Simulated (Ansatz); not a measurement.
`CC(F)(Cl)I` + H₂ → `CC(F)Cl` + HI at 600 K and 1 bar (hydrogenolysis of a C–I bond).

Gas-phase electronic energies from Ansatz, PBE0-D4/def2-TZVP geometries. CCSD(T)/CBS is the MP2 limit (def2-TZVPP, def2-QZVPP) plus CCSD(T) − MP2 in def2-TZVPP, frozen cores. This one scheme is used for every species. Elements past krypton have def2 core potentials. For I outer-core shells are correlated without core-valence functions, which leaves a few kJ/mol of doubt a bond.

```json
{"species": "`CC(F)(Cl)I`", "CCSD(T)/CBS energy (Eh)": "-934.91265", "H − E (kJ/mol)": "177.0", "S (J/(mol·K))": "413.5"}
{"species": "H₂", "CCSD(T)/CBS energy (Eh)": "-1.17544", "H − E (kJ/mol)": "43.9", "S (J/(mol·K))": "150.8"}
{"species": "`CC(F)Cl`", "CCSD(T)/CBS energy (Eh)": "-638.08166", "H − E (kJ/mol)": "196.9", "S (J/(mol·K))": "354.6"}
{"species": "HI", "CCSD(T)/CBS energy (Eh)": "-298.03592", "H − E (kJ/mol)": "31.6", "S (J/(mol·K))": "227.0"}
```

H − E and S are ideal-gas, rigid-rotor, harmonic terms from PBE0-D4/def2-TZVP, for one conformer and one mirror image of each species. The MP2-based limit puts H₂ 0.8 mEh under its directly extrapolated value; such offsets cancel only in part. 1 Eh = 2625.50 kJ/mol, R = 8.31446 J/(mol·K).

Task: By hand: ΔE, ΔH, ΔS and ΔG.

Result: ΔE = (-638.08166) + (-298.03592) − (-934.91265) − (-1.17544) = -0.02949 Eh = -77.4 kJ/mol. Δ(H − E) = 196.9 + 31.6 − 177.0 − 43.9 = 7.6, so ΔH = -69.8 kJ/mol. ΔS = 354.6 + 227.0 − 413.5 − 150.8 = 17.3 J/(mol·K). ΔG = -69.8 − 600 × (17.3)/1000 = -80.2 kJ/mol.

Task: By hand: the equilibrium constant, and the temperature at which ΔG would vanish if ΔH and ΔS stayed fixed.

Result: log₁₀ K = −ΔG/(RT ln 10) = 7.0. ΔH and −TΔS have one sign here, so there is no such temperature.

ΔH outweighs TΔS. A doubt of 5 kJ/mol in ΔE shifts log₁₀ K by 0.4 here. Other conformers and mirror images would add mixing entropy, several J/(mol·K) or more a flexible species. These are equilibria of isolated gas molecules and say nothing of rates. Largest T1 diagnostic: 0.010 (customary marks: 0.02 for closed shells, 0.045 for open ones).
